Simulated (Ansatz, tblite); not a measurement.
Removing an electron: In(H2O)H3 (InOH₅). The state is a singlet with charge 0. Geometry: PBE-D4/def2-TZVP. Ansatz, gas phase; energy differences of separate SCF runs; the oxidised species was run as a doublet alone.

```xyz
7

In   -0.4556   -0.9759    0.2374
O     0.8821    1.0641   -0.1999
H     0.4868    1.7735    0.3375
H     0.7094    1.3130   -1.1254
H     0.8086   -2.0444    0.7558
H    -1.0060   -1.0060   -1.4207
H    -1.4253   -0.1243    1.4153
```

In the def2 sets In takes a core potential; there is no spin–orbit coupling. The xTB rows come from tblite. Correlated methods freeze 5 core orbitals; core or outer-core shells of In are correlated, in sets that lack core-valence functions.

| level | −HOMO (eV) | vertical IE (eV) | −LUMO (eV) | HOMO–LUMO gap (eV) |
| --- | --- | --- | --- | --- |
| GFN1-xTB | 11.20 | 14.10 | 5.45 | 5.75 |
| GFN2-xTB | 10.89 | 13.93 | 5.28 | 5.61 |
| HF/def2-TZVPP | – | 9.34 | – | – |
| r2SCAN-D4/def2-TZVP | 6.71 | 9.72 | 1.25 | 5.46 |
| PBE0-D4/def2-TZVP | 7.60 | 9.85 | 0.99 | 6.61 |
| MP2/def2-TZVPP | – | 10.06 | – | – |
| CCSD/def2-TZVPP | – | 10.06 | – | – |
| CCSD(T)/def2-TZVPP | – | 10.04 | – | – |

Relaxing the oxidised species (PBE-D4/def2-TZVP) changes its energy by -1.11 eV at PBE0-D4/def2-TZVP, so the adiabatic ionisation energy to this nearest minimum is 8.73 eV. On the way the bond In1–H5 breaks.  Run but left out: PBE-D4/def2-TZVP (charge +1 doublet: an occupied level 0.10 eV above an empty one).  Raw xTB energy differences between charge states are shifted by several eV; the methods need an empirical correction for them.
